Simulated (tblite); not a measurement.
Compound: CH7Ge2O (doublet state).
Numbering: `[CH3:1][O:2][GeH2:3][GeH2:4]` (hydrogens: H5, H6, H7 on C1; H8, H9 on Ge3; H10, H11 on Ge4)

Computed with GFN2-xTB (tblite), gas phase: L-BFGS steps from a force-field or distance-geometry start until the largest atomic force falls under 0.01 eV/Å.

Step 38: E = -370.1950 eV
```
atom  x, y, z in Å  |  force x, y, z in eV/Å
C1     -1.4706    0.9085    0.1376    0.014  -0.002  -0.023
O2     -0.7933    0.0643   -0.7581   -0.011  -0.029  -0.009
Ge3     0.3037   -1.2801   -0.3979   -0.017   0.010   0.054
Ge4     2.4551   -0.3781    0.4434   -0.023   0.039   0.036
H5     -2.0475    1.6156   -0.4614   -0.020  -0.004   0.004
H6     -0.7752    1.4733    0.7651   -0.002  -0.029   0.004
H7     -2.1518    0.3416    0.7800    0.038   0.034   0.001
H8      0.2645   -1.9028   -1.7862   -0.019   0.000  -0.003
H9     -0.4749   -2.2213    0.5587    0.010  -0.002  -0.045
H10     2.7924    0.6307   -0.7081    0.005   0.007  -0.004
H11     1.9030    0.7510    1.4006    0.025  -0.024  -0.015
```

Step 39: E = -370.1954 eV
```
atom  x, y, z in Å  |  force x, y, z in eV/Å
C1     -1.4706    0.9092    0.1369    0.002   0.003  -0.005
O2     -0.7987    0.0565   -0.7540   -0.022  -0.010  -0.035
Ge3     0.3033   -1.2822   -0.3965   -0.013   0.000   0.070
Ge4     2.4549   -0.3772    0.4453   -0.025   0.030   0.031
H5     -2.0491    1.6152   -0.4627    0.000  -0.013  -0.002
H6     -0.7701    1.4744    0.7583   -0.009  -0.020   0.008
H7     -2.1522    0.3496    0.7850    0.043   0.028   0.005
H8      0.2690   -1.8955   -1.7888   -0.022  -0.007  -0.002
H9     -0.4753   -2.2299    0.5562    0.021   0.002  -0.054
H10     2.7900    0.6305   -0.7082    0.004   0.007  -0.001
H11     1.9042    0.7520    1.4023    0.022  -0.018  -0.013
```

Step 40: E = -370.1960 eV
```
atom  x, y, z in Å  |  force x, y, z in eV/Å
C1     -1.4705    0.9100    0.1356   -0.008   0.005   0.012
O2     -0.8062    0.0480   -0.7515   -0.029   0.011  -0.051
Ge3     0.3024   -1.2836   -0.3936   -0.006  -0.009   0.055
Ge4     2.4543   -0.3754    0.4479   -0.025   0.012   0.016
H5     -2.0511    1.6154   -0.4633    0.021  -0.021  -0.012
H6     -0.7643    1.4744    0.7507   -0.009  -0.007   0.008
H7     -2.1513    0.3582    0.7907    0.035   0.016   0.014
H8      0.2745   -1.8882   -1.7906   -0.022  -0.011   0.009
H9     -0.4755   -2.2386    0.5523    0.025  -0.001  -0.052
H10     2.7874    0.6299   -0.7088    0.002   0.008   0.005
H11     1.9058    0.7526    1.4046    0.016  -0.002  -0.005
```

Step 41: E = -370.1964 eV
```
atom  x, y, z in Å  |  force x, y, z in eV/Å
C1     -1.4705    0.9105    0.1343   -0.009   0.003   0.018
O2     -0.8135    0.0421   -0.7518   -0.023   0.022  -0.045
Ge3     0.3014   -1.2838   -0.3906   -0.003  -0.008   0.017
Ge4     2.4533   -0.3736    0.4502   -0.022  -0.006   0.000
H5     -2.0527    1.6159   -0.4629    0.030  -0.022  -0.019
H6     -0.7596    1.4734    0.7452   -0.002   0.005   0.004
H7     -2.1494    0.3642    0.7950    0.019   0.001   0.023
H8      0.2790   -1.8837   -1.7909   -0.020  -0.010   0.024
H9     -0.4752   -2.2442    0.5482    0.019  -0.009  -0.038
H10     2.7856    0.6291   -0.7095    0.000   0.009   0.012
H11     1.9072    0.7527    1.4067    0.011   0.016   0.004
```

Q: Estimate the geometry and energy of step 42. (The exact step hangs on the optimiser's Hessian estimate; all steps are aligned on step 41, rigid shifts and turns removed.)

A: E = -370.1966 eV, largest force 0.039 eV/Å
```
atom  x, y, z in Å  |  force x, y, z in eV/Å
C1     -1.4705    0.9107    0.1337   -0.004  -0.001   0.012
O2     -0.8184    0.0396   -0.7537   -0.011   0.020  -0.025
Ge3     0.3006   -1.2835   -0.3884   -0.004   0.002  -0.019
Ge4     2.4522   -0.3724    0.4514   -0.020  -0.015  -0.008
H5     -2.0532    1.6163   -0.4625    0.028  -0.018  -0.020
H6     -0.7572    1.4724    0.7425    0.006   0.011  -0.001
H7     -2.1474    0.3668    0.7976    0.004  -0.008   0.027
H8      0.2812   -1.8820   -1.7900   -0.016  -0.009   0.032
H9     -0.4747   -2.2468    0.5451    0.011  -0.017  -0.023
H10     2.7848    0.6286   -0.7099   -0.001   0.009   0.016
H11     1.9082    0.7529    1.4082    0.008   0.026   0.009
```

The energy changes by -0.0002 eV. The first-order estimate −F·Δx gives -0.0004 eV and the mean of the old and new forces, exact on a quadratic surface, -0.0003 eV. The step makes an angle of 70° with the force vector and moves no atom by more than 0.006 Å.

What follows is the cost of the whole relaxation. Time: 0.32 s of wall time. Hardware: one thread, AMD EPYC 9B45 (x86_64), on a shared host.
